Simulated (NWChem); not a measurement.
Everything below was run with NWChem. System: H$_{6}$B$_{2}$, charge 1, spin multiplicity 2, at the geometry of a parent with another charge or spin, in a state set for the comparison that need not be this species' ground state. Its SCF solution wasn't tested for a lower state. Level: UPBE0/6-31G* (spherical d).

Job file:

```
start mol
memory heap 200 mb stack 900 mb global 1100 mb
charge 1
geometry units angstroms nocenter noautoz
  B      0.000000     0.000000    -0.888533
  B      0.000000     0.000000     0.888533
  H      0.000000     0.988328     0.000000
  H      1.049361     0.000000    -1.473478
  H     -1.049361     0.000000    -1.473478
  H      0.000000    -0.988328     0.000000
  H      1.049361     0.000000     1.473478
  H     -1.049361     0.000000     1.473478
  symmetry group D2h
end
basis spherical
  * library 6-31g*
end
dft
  xc pbe0
  odft
  mult 2
  semidirect memsize 60000000 filesize 0
  iterations 100
end
task dft energy
```

Part of the output:

```
             Northwest Computational Chemistry Package (NWChem) 7.3.0
             --------------------------------------------------------

                                NWChem Input Module
                                -------------------

 Scaling coordinates for geometry "geometry" by  1.889725989
 (inverse scale =  0.529177249)

 Turning off AUTOSYM since
 SYMMETRY directive was detected!

                             Geometry "geometry" -> ""
                             -------------------------

 Output coordinates in angstroms (scale by  1.889725989 to convert to a.u.)

  No.       Tag          Charge          X              Y              Z
 ---- ---------------- ---------- -------------- -------------- --------------
    1 B                    5.0000     0.00000000     0.00000000    -0.88853300
    2 B                    5.0000     0.00000000     0.00000000     0.88853300
    3 H                    1.0000     0.00000000     0.98832800     0.00000000
    4 H                    1.0000     1.04936100     0.00000000    -1.47347800
    5 H                    1.0000    -1.04936100     0.00000000    -1.47347800
    6 H                    1.0000     0.00000000    -0.98832800     0.00000000
    7 H                    1.0000     1.04936100     0.00000000     1.47347800
    8 H                    1.0000    -1.04936100     0.00000000     1.47347800

 Effective nuclear repulsion energy (a.u.)      31.7896694091

            Nuclear Dipole moment (a.u.)
            ----------------------------
        X                 Y               Z
 ---------------- ---------------- ----------------
     0.0000000000     0.0000000000     0.0000000000

      Symmetry information
      --------------------

 Group name             D2h
 Group number             26
 Group order               8
 No. of unique centers     3

      Symmetry unique atoms

     1    3    4


 Summary of "ao basis" -> "" (spherical)
 ------------------------------------------------------------------------------
       Tag                 Description            Shells   Functions and Types
 ---------------- ------------------------------  ------  ---------------------
 *                           6-31g*                   on all atoms

                                 NWChem DFT Module
                                 -----------------

 Summary of "ao basis" -> "ao basis" (spherical)
 ------------------------------------------------------------------------------
       Tag                 Description            Shells   Functions and Types
 ---------------- ------------------------------  ------  ---------------------
 B                           6-31g*                  6       14   3s2p1d
 H                           6-31g*                  2        2   2s

 Summary of "ao basis" -> "ao basis" (spherical)
 ------------------------------------------------------------------------------
       Tag                 Description            Shells   Functions and Types
 ---------------- ------------------------------  ------  ---------------------
 B                           6-31g*                  6       14   3s2p1d
 H                           6-31g*                  2        2   2s

      Symmetry analysis of basis
      --------------------------

        ag         11
        au          1
        b1g         1
        b1u         9
        b2g         5
        b2u         5
        b3g         3
        b3u         5

            General Information
            -------------------
[...]
     7      0.916992  1 B  px                21      0.916992  2 B  px
     3      0.245117  1 B  px                17      0.245117  2 B  px
    31     -0.137967  4 H  s                 33      0.137967  5 H  s

                     DFT Final Beta Molecular Orbital Analysis
                     -----------------------------------------

 Vector    5  Occ=1.000000D+00  E=-6.930709D-01  Symmetry=b2u
              MO Center=  3.5D-32,  1.4D-17,  1.1D-16, r^2= 1.6D+00
   Bfn.  Coefficient  Atom+Function         Bfn.  Coefficient  Atom+Function
  ----- ------------  ---------------      ----- ------------  ---------------
     4      0.288115  1 B  py                18      0.288115  2 B  py
    29      0.259047  3 H  s                 35     -0.259047  6 H  s
    30      0.235069  3 H  s                 36     -0.235069  6 H  s
     8      0.055342  1 B  py                22      0.055342  2 B  py
    11      0.041145  1 B  d -1              25     -0.041145  2 B  d -1

 Vector    6  Occ=1.000000D+00  E=-6.420687D-01  Symmetry=ag
              MO Center=  4.0D-15, -2.6D-16,  4.6D-16, r^2= 2.9D+00
   Bfn.  Coefficient  Atom+Function         Bfn.  Coefficient  Atom+Function
  ----- ------------  ---------------      ----- ------------  ---------------
     5      0.331296  1 B  pz                19     -0.331296  2 B  pz
    31     -0.144864  4 H  s                 33     -0.144864  5 H  s
    37     -0.144864  7 H  s                 39     -0.144864  8 H  s
    32     -0.113873  4 H  s                 34     -0.113873  5 H  s
    38     -0.113873  7 H  s                 40     -0.113873  8 H  s

 Vector    7  Occ=1.000000D+00  E=-6.366334D-01  Symmetry=b3u
              MO Center= -4.1D-15,  2.2D-32, -1.1D-16, r^2= 2.7D+00
   Bfn.  Coefficient  Atom+Function         Bfn.  Coefficient  Atom+Function
  ----- ------------  ---------------      ----- ------------  ---------------
     3      0.316010  1 B  px                17      0.316010  2 B  px
     7      0.161936  1 B  px                21      0.161936  2 B  px
    31      0.154825  4 H  s                 33     -0.154825  5 H  s
    37      0.154825  7 H  s                 39     -0.154825  8 H  s
    32      0.076328  4 H  s                 34     -0.076328  5 H  s

 Vector    8  Occ=0.000000D+00  E=-5.243677D-01  Symmetry=b2g
              MO Center= -2.6D-17,  1.2D-32,  3.1D-18, r^2= 3.1D+00
   Bfn.  Coefficient  Atom+Function         Bfn.  Coefficient  Atom+Function
  ----- ------------  ---------------      ----- ------------  ---------------
     3      0.305524  1 B  px                17     -0.305524  2 B  px
    31      0.185390  4 H  s                 33     -0.185390  5 H  s
    37     -0.185390  7 H  s                 39      0.185390  8 H  s
    32      0.157415  4 H  s                 34     -0.157415  5 H  s
    38     -0.157415  7 H  s                 40      0.157415  8 H  s

 Vector    9  Occ=0.000000D+00  E=-2.824888D-01  Symmetry=b3g
              MO Center=  2.3D-31,  6.7D-33, -1.8D-16, r^2= 2.6D+00
   Bfn.  Coefficient  Atom+Function         Bfn.  Coefficient  Atom+Function
  ----- ------------  ---------------      ----- ------------  ---------------
     8      0.509093  1 B  py                22     -0.509093  2 B  py
     4      0.445116  1 B  py                18     -0.445116  2 B  py

 Vector   10  Occ=0.000000D+00  E=-1.537993D-01  Symmetry=ag
              MO Center= -2.6D-16, -1.2D-15,  1.8D-15, r^2= 3.1D+00
   Bfn.  Coefficient  Atom+Function         Bfn.  Coefficient  Atom+Function
  ----- ------------  ---------------      ----- ------------  ---------------
    30      1.247950  3 H  s                 36      1.247950  6 H  s
     9     -0.666878  1 B  pz                23      0.666878  2 B  pz
     6     -0.366714  1 B  s                 20     -0.366714  2 B  s
    32     -0.298651  4 H  s                 34     -0.298651  5 H  s
    38     -0.298651  7 H  s                 40     -0.298651  8 H  s

   alpha - beta orbital overlaps
   -----------------------------

   alpha      1      2      3      4      5      6      7      8      9     10
    beta      1      2      3      4      7      5      6      8      9     10
 overlap   1.000  1.000  0.998  0.999  0.999  1.000  0.998  1.000  1.000  0.999

   alpha     11     12     13     14     15     16     17     18     19     20
    beta     11     12     13     14     15     16     19     17     18     20
 overlap   0.999  0.995  0.999  0.994  1.000  1.000  1.000  1.000  1.000  0.999

   alpha     21     22     23     24     25     26     27     28     29     30
    beta     21     22     23     24     25     26     27     28     29     30
 overlap   1.000  1.000  0.996  0.999  0.994  1.000  1.000  0.999  1.000  0.998

   alpha     31     32     33     34     35     36     37     38     39     40
    beta     31     32     33     34     35     37     36     38     39     40
 overlap   1.000  1.000  1.000  1.000  1.000  0.999  1.000  1.000  1.000  0.999

     --------------------------
     Expectation value of S2:
     --------------------------
      <S2> =      0.7563 (Exact =     0.7500)

 center of mass
 --------------
 x =   0.00000000 y =   0.00000000 z =   0.00000000

 moments of inertia (a.u.)
 ------------------
         100.364324970616           0.000000000000           0.000000000000
           0.000000000000         109.185671683834           0.000000000000
           0.000000000000           0.000000000000          22.883278564855

     Multipole analysis of the density
     ---------------------------------

     L   x y z        total         alpha         beta         nuclear
     -   - - -        -----         -----         ----         -------
     0   0 0 0      1.000000     -8.000000     -7.000000     16.000000

     1   1 0 0      0.000000      0.000000     -0.000000      0.000000
     1   0 1 0      0.000000      0.000000      0.000000      0.000000
     1   0 0 1     -0.000000     -0.000000     -0.000000      0.000000

     2   2 0 0     -7.921520    -13.813180     -9.837571     15.729231
     2   1 1 0     -0.000000     -0.000000      0.000000      0.000000
     2   1 0 1      0.000000      0.000000     -0.000000      0.000000
     2   0 2 0     -9.306636     -8.397557     -7.885456      6.976376
     2   0 1 1     -0.000000     -0.000000     -0.000000      0.000000
     2   0 0 2     -5.372019    -35.711941    -28.866392     59.206313

 Task  times  cpu:        0.4s     wall:        0.4s

 Total times  cpu:        0.4s     wall:        0.4s
```
